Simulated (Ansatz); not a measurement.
Ansatz (a program for electronic structure) input for CH7NOSi2, SMILES C1[SiH2]O[SiH2]N1, PBE0/def2-TZVPD. Geometry: PBE0-D3(BJ)/def2-SVP. The structure was generated by enumeration, and PubChem lists no compound with its InChIKey, so it may never have been made. Other conformers were not sampled.

Ansatz 0.2 input:
```yaml
crystal:
  periodic: [false, false, false]
  atoms:
    - {symbol: C, position_ang: [1.28669743, -0.87381595, -0.17381011]}
    - {symbol: N, position_ang: [1.31232669, 0.52091205, 0.24246255]}
    - {symbol: Si, position_ang: [-0.18793045, 1.29241117, 0.64030150]}
    - {symbol: O, position_ang: [-1.25036732, 0.17625796, -0.01332223]}
    - {symbol: Si, position_ang: [-0.53024993, -1.18634471, -0.67287800]}
    - {symbol: H, position_ang: [1.95151778, -1.05432952, -1.03837337]}
    - {symbol: H, position_ang: [1.60102044, -1.57839913, 0.62206887]}
    - {symbol: H, position_ang: [2.22536259, 0.90625154, 0.45144850]}
    - {symbol: H, position_ang: [-0.32318063, 2.63700103, 0.00625667]}
    - {symbol: H, position_ang: [-0.48005350, 1.44178247, 2.09968427]}
    - {symbol: H, position_ang: [-0.72457660, -1.21961269, -2.15247475]}
    - {symbol: H, position_ang: [-1.09909736, -2.43117658, -0.08033858]}
basis:
  gaussian:
    orbitals: def2-TZVPD
hamiltonian:
  xc: {name: PBE0}
```

Output:

```
WARN ansatz: RAYON_NUM_THREADS=2 ignored (pool sized by the plan → 2); use --threads N
Functional definition: PBE0
integrals: 0.24 GiB planned
1486 factors; their error is unknown
mean field: 2.06 GiB planned
mean field evaluation 1: about -20426.2496 eV, gradient 7.5e1 eV
mean field evaluation 2: about -20407.2936 eV, gradient 1.2e2 eV
mean field evaluation 4: about -20436.5395 eV, gradient 6.2e0 eV
mean field evaluation 8: about -20436.6287 eV, gradient 3.3e-1 eV
mean field -20436.62889494 eV, -751.0322594444 hartree, gradient 7.7e-5 eV, S^2 0.000000; 0 other end points of the search recorded, 0 dependent functions left out
reference -20436.62893776 eV, -751.0322610180 hartree; 28, 28 occupied and 235, 235 virtual orbitals, 1486 factors
Total energy: -20436.62893776 eV, -751.0322610180 hartree
```

The run converged.
